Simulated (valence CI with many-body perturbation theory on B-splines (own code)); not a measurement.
**Hg LXVI: electric-dipole lines**

Computed by relativistic CI+MBPT: five valence electrons over a frozen Dirac-Fock core [Ne], radial functions for each j: 11 s, 11 p, 10 d, 8 f, 5 g, 2 h, with the one-electron correlation potential Σ1 (screened to all orders), the two-electron term Σ2, the three-electron term Σ3, Breit, model QED; selected single and double excitations, second order for the rest, scaled by the run's own slope (own B-spline code, finite nucleus).

No measured spectrum was set against this ion. As an estimate, large intervals hold to a few tenths of a per cent, small ones and those within an open d or f shell to about a per cent. Among the levels kept, up to 3300 cm⁻¹ of a level comes from second order outside the variational space, and about a tenth of that is noise between levels of different J, which matters for small intervals.

Lines 101 to 150 of 569 in falling wavelength, among levels below 1781.1 eV, chosen from the strongest by gf and those to the six lowest levels. Wavelengths and rates use the calculated energies. Electric multipoles are in the length gauge, E1 and E2 with the static RPA response of the core. Weak lines are less certain than strong ones. Lines between different terms over intervals too small for the method are left out, as are lines whose strength nearly cancels. The highest levels of a list are the least certain.

Levels are named by their leading jj configuration (3d3/2^4 stands for four electrons in 3d with j = 3/2), which in mixed levels can hold well under half, so a name can repeat and another be missing. Letters in brackets count levels of one name in rising energy.

| λ vac (nm) | Upper | Lower | A (s⁻¹) | log gf | Branch % |
| --- | --- | --- | --- | --- | --- |
| 3.439 | (3s 3p1/2^2 3d5/2^2) J=5/2 | (3s 3p1/2^2 3p3/2 3d5/2) J=3/2 [b] | 9.23e+10 | -1.01 | 10.8 |
| 3.411 | (3s 3p1/2^2 3d5/2^2) J=9/2 | (3s 3p1/2^2 3p3/2 3d5/2) J=7/2 [b] | 9.37e+10 | -0.79 | 12.8 |
| 3.384 | (3s 3p1/2^2 3p3/2 3d5/2) J=3/2 [a] | (3s 3p1/2^2 3p3/2^2) J=3/2 | 1.09e+11 | -1.13 | 9.5 |
| 3.382 | (3s^2 3p3/2^2 3d5/2) J=1/2 | (3s^2 3p3/2^3) J=3/2 | 1.58e+11 | -1.27 | 86.1 |
| 3.381 | (3s^2 3p1/2 3d5/2^2) J=3/2 | (3s^2 3p1/2 3p3/2 3d5/2) J=1/2 | 1.97e+11 | -0.87 | 18.5 |
| 3.355 | (3s 3p1/2^2 3d5/2^2) J=7/2 | (3s 3p1/2^2 3p3/2 3d5/2) J=5/2 [b] | 4.24e+11 | -0.24 | 54.7 |
| 3.354 | (3s^2 3p1/2 3p3/2 3d5/2) J=3/2 [a] | (3s^2 3p1/2 3p3/2^2) J=5/2 | 3.18e+10 | -1.67 | 9.9 |
| 3.338 | (3s^2 3p1/2 3d5/2^2) J=9/2 | (3s^2 3p1/2 3p3/2 3d5/2) J=7/2 [b] | 5.08e+11 | -0.07 | 70.8 |
| 3.337 | (3s^2 3p1/2 3d5/2^2) J=7/2 | (3s^2 3p1/2 3p3/2 3d5/2) J=5/2 [b] | 5.93e+11 | -0.10 | 60.3 |
| 3.333 | (3s^2 3p1/2 3d5/2^2) J=5/2 | (3s^2 3p1/2 3p3/2 3d5/2) J=3/2 [b] | 2.06e+11 | -0.69 | 22.9 |
| 3.320 | (3s^2 3p1/2 3p3/2 3d5/2) J=5/2 [a] | (3s^2 3p1/2 3p3/2^2) J=5/2 | 1.53e+11 | -0.82 | 58.3 |
| 3.319 | (3s 3p1/2 3p3/2^2 3d5/2) J=7/2 [b] | (3s 3p1/2 3p3/2^3) J=5/2 | 5.19e+10 | -1.16 | 2.8 |
| 3.319 | (3s 3p1/2^2 3d3/2 3d5/2) J=3/2 [b] | (3s 3p1/2^2 3p3/2 3d3/2) J=1/2 [b] | 1.02e+11 | -1.17 | 21.4 |
| 3.317 | (3s 3p1/2^2 3d5/2^2) J=3/2 | (3s 3p1/2^2 3p3/2 3d5/2) J=3/2 [b] | 1.48e+11 | -1.01 | 16.8 |
| 3.303 | (3s^2 3p3/2 3d3/2 3d5/2) J=3/2 [a] | (3s^2 3p3/2^2 3d3/2) J=1/2 | 1.03e+11 | -1.17 | 1.3 |
| 3.302 | (3s^2 3p1/2 3d3/2 3d5/2) J=7/2 [a] | (3s^2 3p1/2 3p3/2 3d3/2) J=7/2 | 8.31e+10 | -0.96 | 14.9 |
| 3.295 | (3s 3p1/2^2 3d5/2^2) J=3/2 | (3s 3p1/2^2 3p3/2 3d5/2) J=5/2 [b] | 9.13e+10 | -1.23 | 10.4 |
| 3.292 | (3s^2 3p3/2 3d3/2 3d5/2) J=5/2 [b] | (3s^2 3p3/2^2 3d3/2) J=3/2 [a] | 1.06e+11 | -0.98 | 1.6 |
| 3.285 | (3s^2 3p3/2 3d3/2 3d5/2) J=3/2 [a] | (3s^2 3p3/2^2 3d3/2) J=3/2 [a] | 9.98e+10 | -1.19 | 1.2 |
| 3.277 | (3s 3p1/2^2 3d3/2 3d5/2) J=7/2 [b] | (3s 3p1/2^2 3p3/2 3d3/2) J=5/2 [b] | 2.56e+11 | -0.48 | 52.6 |
| 3.262 | (3s^2 3p3/2 3d5/2^2) J=11/2 | (3s^2 3p3/2^2 3d5/2) J=9/2 | 3.16e+11 | -0.22 | 89.5 |
| 3.260 | (3s^2 3p1/2 3d3/2 3d5/2) J=5/2 [b] | (3s^2 3p1/2 3p3/2 3d3/2) J=3/2 [b] | 3.32e+11 | -0.50 | 3.4 |
| 3.259 | (3s 3p1/2^2 3d3/2 3d5/2) J=1/2 | (3s 3p1/2^2 3p3/2 3d3/2) J=1/2 [b] | 2.78e+11 | -1.05 | 53.9 |
| 3.256 | (3s 3p1/2^2 3d5/2^2) J=3/2 | (3s 3p1/2^2 3p3/2 3d5/2) J=1/2 | 1.91e+11 | -0.92 | 21.7 |
| 3.255 | (3s^2 3p3/2 3d3/2 3d5/2) J=1/2 [a] | (3s^2 3p3/2^2 3d3/2) J=1/2 | 1.58e+11 | -1.30 | 1.6 |
| 3.249 | (3s^2 3p1/2 3d5/2^2) J=5/2 | (3s^2 3p1/2 3p3/2 3d5/2) J=7/2 [b] | 1.23e+11 | -0.93 | 13.7 |
| 3.248 | (3s 3p1/2^2 3d5/2^2) J=9/2 | (3s 3p1/2^2 3p3/2 3d5/2) J=7/2 [a] | 3.60e+11 | -0.24 | 49.3 |
| 3.248 | (3s 3p1/2 3p3/2^2 3d5/2) J=3/2 [c] | (3s 3p1/2 3p3/2^3) J=1/2 | 9.40e+10 | -1.23 | 3.6 |
| 3.247 | (3s 3p1/2^2 3d3/2 3d5/2) J=5/2 [b] | (3s 3p1/2^2 3p3/2 3d3/2) J=3/2 [b] | 1.82e+11 | -0.76 | 37.9 |
| 3.244 | (3s^2 3p3/2 3d3/2 3d5/2) J=5/2 [b] | (3s^2 3p3/2^2 3d3/2) J=5/2 | 1.27e+11 | -0.92 | 1.9 |
| 3.242 | (3s^2 3p1/2 3p3/2 3d5/2) J=3/2 [a] | (3s^2 3p1/2 3p3/2^2) J=3/2 | 2.46e+11 | -0.81 | 76.4 |
| 3.225 | (3s 3p1/2 3p3/2^2 3d5/2) J=3/2 [b] | (3s 3p1/2 3p3/2^3) J=5/2 | 1.95e+11 | -0.91 | 4.8 |
| 3.225 | (3s^2 3p3/2 3d3/2 3d5/2) J=7/2 [b] | (3s^2 3p3/2^2 3d3/2) J=7/2 | 2.73e+11 | -0.47 | 5.5 |
| 3.224 | (3s^2 3p3/2 3d3/2 3d5/2) J=5/2 [b] | (3s^2 3p3/2^2 3d3/2) J=7/2 | 6.41e+10 | -1.22 | 1.0 |
| 3.221 | (3s 3p1/2^2 3d5/2^2) J=7/2 | (3s 3p1/2^2 3p3/2 3d5/2) J=7/2 [b] | 1.79e+11 | -0.65 | 23.1 |
| 3.213 | (3s 3p1/2^2 3p3/2 3d5/2) J=5/2 [a] | (3s 3p1/2^2 3p3/2^2) J=5/2 | 2.64e+11 | -0.61 | 37.8 |
| 3.213 | (3s^2 3p1/2^2 3d5/2) J=5/2 | (3s^2 3p1/2^2 3p3/2) J=3/2 | 3.66e+11 | -0.47 | 100.0 |
| 3.211 | (3s^2 3p1/2 3p3/2 3d5/2) J=5/2 [a] | (3s^2 3p1/2 3p3/2^2) J=3/2 | 9.09e+10 | -1.07 | 34.5 |
| 3.197 | (3s 3p1/2^2 3p3/2 3d5/2) J=1/2 | (3s 3p1/2^2 3p3/2^2) J=1/2 | 4.21e+11 | -0.89 | 79.6 |
| 3.191 | (3s 3p1/2 3p3/2^2 3d5/2) J=5/2 [c] | (3s 3p1/2 3p3/2^3) J=5/2 | 6.65e+10 | -1.22 | 2.0 |
| 3.191 | (3s 3p1/2 3p3/2^2 3d5/2) J=1/2 [c] | (3s 3p1/2 3p3/2^3) J=3/2 | 2.72e+11 | -1.08 | 8.5 |
| 3.188 | (3s^2 3p1/2 3p3/2 3d5/2) J=3/2 [b] | (3s^2 3p1/2 3p3/2^2) J=1/2 | 3.89e+11 | -0.63 | 74.4 |
| 3.187 | (3s^2 3p1/2 3d3/2 3d5/2) J=7/2 [a] | (3s^2 3p1/2 3p3/2 3d3/2) J=5/2 [a] | 3.21e+11 | -0.41 | 57.7 |
| 3.187 | (3s^2 3p1/2 3d3/2 3d5/2) J=5/2 [a] | (3s^2 3p1/2 3p3/2 3d3/2) J=3/2 [a] | 2.47e+11 | -0.65 | 32.6 |
| 3.183 | (3s^2 3p3/2 3d3/2 3d5/2) J=3/2 [b] | (3s^2 3p3/2^2 3d3/2) J=3/2 [b] | 4.59e+11 | -0.55 | 7.1 |
| 3.179 | (3s 3p1/2^2 3d3/2 3d5/2) J=3/2 [b] | (3s 3p1/2^2 3p3/2 3d3/2) J=3/2 [b] | 2.02e+11 | -0.91 | 42.4 |
| 3.172 | (3s^2 3p1/2 3d3/2 3d5/2) J=3/2 [b] | (3s^2 3p1/2 3p3/2 3d3/2) J=3/2 [b] | 9.37e+10 | -1.25 | 0.9 |
| 3.172 | (3s^2 3p1/2 3d3/2 3d5/2) J=9/2 | (3s^2 3p1/2 3p3/2 3d3/2) J=7/2 | 4.15e+11 | -0.20 | 94.3 |
| 3.170 | (3s 3p1/2 3p3/2^2 3d5/2) J=1/2 [c] | (3s 3p1/2 3p3/2^3) J=1/2 | 3.43e+11 | -0.99 | 10.7 |
| 3.169 | (3s 3p1/2^2 3d3/2 3d5/2) J=7/2 [a] | (3s 3p1/2^2 3p3/2 3d3/2) J=5/2 [a] | 2.91e+11 | -0.46 | 72.0 |
